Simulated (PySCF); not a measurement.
# Distorted geometries of Eu2O3

Eu2O3 (singlet in the valence; each metal's 4f electrons, 6 of them, lie in its core potential, out of spins and levels). PySCF 2.14.0, RKS BP86, Eu lcecp-1-SVP with ECP52, O def2-SVP; non-relativistic Hamiltonian with scalar-relativistic core potentials where named; density fitting; no spin-orbit coupling. Relaxed geometry:

```xyz
5

Eu    0.5474    0.0347    2.0703
Eu    0.5474    0.0347   -2.0703
O     0.9929    0.0630    0.0000
O    -1.3139   -0.0834    2.3260
O    -1.3139   -0.0834   -2.3260
```

Q: Order these distorted geometries by energy above the relaxed one, lowest first.
A.
```xyz
5

Eu    0.5688    0.0030    2.1195
Eu    0.5104    0.0534   -2.0742
O     0.9551    0.0794    0.0053
O    -1.2130   -0.0530    2.2850
O    -1.3615   -0.1171   -2.3355
```
B.
```xyz
5

Eu    0.5195    0.1097    1.9447
Eu    0.5687   -0.0433   -1.9818
O     0.9473   -0.0267    0.1099
O    -1.3843   -0.0264    2.2802
O    -1.1914   -0.0476   -2.3529
```
C.
```xyz
5

Eu    0.3724   -0.0328    2.2049
Eu    0.6160    0.2113   -2.1455
O     0.9548    0.1721   -0.1154
O    -1.4034   -0.1955    2.3184
O    -1.0801   -0.1893   -2.2623
```

A: A (0.16 eV), B (0.70 eV), C (0.95 eV).

Q: Which forces (eV/Å) act in the one that lies 0.16 eV up?

A: 
```
Eu   3.25  0.12 -0.82
Eu  -0.36 -0.01  0.28
O    0.03 -0.02  0.05
O   -3.31 -0.10  0.45
O    0.39  0.02  0.04
```
Forces carry noise of the integration grid, about 0.01 to 0.03 eV/Å.

A frequency check found unstable modes (1, the lowest at -58 cm⁻¹), so the relaxed geometry is probably a saddle point. An lcecp potential fixes the number of 4f electrons, so in runs with it no electron can move into or out of that shell.
